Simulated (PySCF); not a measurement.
Zinc: a sound run and one with changed settings

Sound run: Zn [Ar] 3d10 4s2, Zn⁺ [Ar] 3d10 4s1. Calculation: PySCF 2.14, in pcseg-2 (6s4p3d2f1g, 56 functions); the non-relativistic Hamiltonian (point nucleus). In the sound run the correlated levels freeze [Ar]. The sound run starts from symmetry-adapted Hartree-Fock orbitals and uses a fine grid where one is needed.

Changed run: scalar relativity by spin-free X2C-1e. This setting is unsound on purpose.

```json
{"species": "Zn", "method": "UHF", "sound run (hartree)": "-1777.81595", "changed run (hartree)": "-1791.05943", "converged": "yes"}
{"species": "Zn", "method": "MN15", "sound run (hartree)": "-1779.79499", "changed run (hartree)": "-1793.00567", "converged": "yes"}
{"species": "Zn", "method": "r2SCAN", "sound run (hartree)": "-1779.40659", "changed run (hartree)": "-1792.64929", "converged": "yes"}
{"species": "Zn", "method": "MP2", "sound run (hartree)": "-1778.24467", "changed run (hartree)": "-1791.49503", "converged": "yes"}
{"species": "Zn⁺", "method": "UHF", "sound run (hartree)": "-1777.53461", "changed run (hartree)": "-1790.77308", "converged": "yes"}
{"species": "Zn⁺", "method": "MN15", "sound run (hartree)": "-1779.45416", "changed run (hartree)": "-1792.65811", "converged": "yes"}
{"species": "Zn⁺", "method": "r2SCAN", "sound run (hartree)": "-1779.06857", "changed run (hartree)": "-1792.30383", "converged": "yes"}
{"species": "Zn⁺", "method": "MP2", "sound run (hartree)": "-1777.91817", "changed run (hartree)": "-1791.16175", "converged": "yes"}
```

Ionisation energy of Zn:

| method | sound run (eV) | changed run (eV) |
| --- | --- | --- |
| UHF | 7.656 | 7.792 |
| MN15 | 9.274 | 9.457 |
| r2SCAN | 9.198 | 9.400 |
| MP2 | 8.885 | 9.069 |
| SCS-MP2 | 8.899 | 9.078 |

Most of the change in total energy is the relativistic energy itself. On top of that the contraction fixes the core shape for the Hamiltonian it was made with, so the changed run is not a good calculation with the other Hamiltonian either.

For comparison, NIST gives 9.394 eV between the lowest levels.
